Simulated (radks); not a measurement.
Results of a calculation; reference values are marked as such.
Spherical quantum dot in the effective-mass picture: electrons in a parabolic well V = omega^2 r^2 / 2 with omega = 0.428, with a point charge +1 (a donor) at the centre, all in effective atomic units (hartree* = m*/eps^2 hartree, bohr* = eps/m* bohr), one dielectric constant everywhere. Level of theory: non-relativistic Kohn-Sham, PBEsol, spin-polarised, spherical densities (a radial shooting solver with Libxc functionals). Levels are named by radial order and angular momentum (1s, 1p, 1d, 2s, ...), and open shells are averaged over m. Results are scaled to m* = 0.057 and eps = 10.8, for which hartree* = 13.3 meV and bohr* = 10.03 nm. Each electron was tried in the lowest free levels, single moves between levels near the top were tried too, and the lowest total energy was kept; such a search can miss a lower state. At N = 1 the Hartree and exchange-correlation terms need not cancel, so that row can carry a self-interaction error.

N,open shells,2S,E (meV),mu = E(N) - E(N-1) (meV),addition energy mu(N+1) - mu(N) (meV),e(HOMO) (meV),rms radius (nm)
1,"1s(up 1, down 0)",1,-3.86600,-3.8660,9.218,-0.097680,13.11
2,none,0,1.48563,5.3516,13.21,8.3824,15.21
3,"1p(up 1, down 0)",1,20.0495,18.564,4.079,20.570,19.41
4,"1p(up 2, down 0)",2,42.6925,22.643,4.117,24.714,21.74
5,"1p(up 3, down 0)",3,69.4522,26.760,5.158,28.786,23.45
6,"1p(up 3, down 1)",2,101.370,31.918,3.529,33.660,24.95
7,"1p(up 3, down 2)",1,136.817,35.447,3.572,37.238,26.20
8,none,0,175.836,39.019,5.662,40.791,27.32
9,"2s(up 1, down 0)",1,220.517,44.681,3.797,46.326,28.63
10,none,0,268.995,48.478,4.084,50.108,29.79
11,"1d(up 1, down 0)",1,321.558,52.563,3.018,54.076,30.84
12,"1d(up 2, down 0)",2,377.138,55.580,2.984,57.079,31.80
13,"1d(up 3, down 0)",3,435.703,58.565,2.946,60.044,32.67
14,"1d(up 4, down 0)",4,497.214,61.511,2.906,62.971,33.48
15,"1d(up 5, down 0)",5,561.631,64.417,3.560,65.857,34.24
16,"1d(up 5, down 1)",4,629.607,67.977,2.740,69.349,34.97
17,"1d(up 5, down 2)",3,700.324,70.716,2.720,72.080,35.67
18,"1d(up 5, down 3)",2,773.760,73.437,2.696,74.789,36.33
19,"1d(up 5, down 4)",1,849.893,76.133,2.669,77.472,36.96
20,none,0,928.694,78.801,5.394,80.127,37.56
21,"1f(up 1, down 0)",1,1012.89,84.196,2.494,85.445,38.23
22,"1f(up 2, down 0)",2,1099.58,86.689,2.476,87.930,38.87
23,"1f(up 3, down 0)",3,1188.74,89.165,2.456,90.397,39.48
24,"1f(up 4, down 0)",4,1280.37,91.622,2.437,92.843,40.06
25,"1f(up 5, down 0)",5,1374.42,94.058,2.416,95.270,40.62
26,"1f(up 6, down 0)",6,1470.90,96.475,2.396,97.676,41.15
27,"1f(up 7, down 0)",7,1569.77,98.871,2.967,100.06,41.67
28,"1f(up 7, down 1)",6,1671.61,101.84,2.310,103.00,42.18
29,"1f(up 7, down 2)",5,1775.76,104.15,2.298,105.30,42.68
30,"1f(up 7, down 3)",4,1882.20,106.45,2.285,107.59,43.16
31,"1f(up 7, down 4)",3,1990.94,108.73,2.270,109.87,43.62
32,"1f(up 7, down 5)",2,2101.94,111.00,-,112.13,44.08

All shells are closed at N = 2, 8, 10, 20 (there: 1s2 1p6 1d10 2s2); the second difference of the energy has clear peaks (12 % above both neighbours; the first and last values, which can be the largest, are not judged, and half-filled shells can peak too) at N = 2, 5, 8, 15, 20, 27.
